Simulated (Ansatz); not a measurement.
A structure relaxed at PBE0-D4/def2-TZVP in Ansatz, charge 0, singlet:

Cartesian coordinates in Å:
```
Li -1.164 0.758 0.358
Li 1.175 2.189 1.982
Li 1.117 1.326 -1.067
Li -1.769 -2.091 1.610
Li -0.729 -1.387 -1.301
Li 0.991 -0.738 0.753
O 0.797 -0.452 -1.053
O -0.417 0.395 -1.282
```

Problem. Give its formula and point group.

Solution. Li6O2. Point group C2v (tolerance 0.1 Å).

Problem. Summarise the bond lengths by kind (pairs closer than 1.2 times the sum of covalent radii, bridged metal pairs left out).

Solution. 6 × Li–O 1.81 to 1.84 Å; 1 × O–O 1.50 Å; 1 × Li–Li 2.65 Å.

The structure holds 1 bond(s) between oxygen atoms. The restricted singlet is unstable towards broken spin symmetry in Hartree–Fock (as tested in another run); at PBE0-D4/def2-TZVP this wasn't settled. Another isomer (singlet) lies 4.16 eV lower at PBE0-D4/def2-TZVP; other spin states weren't run for this one.
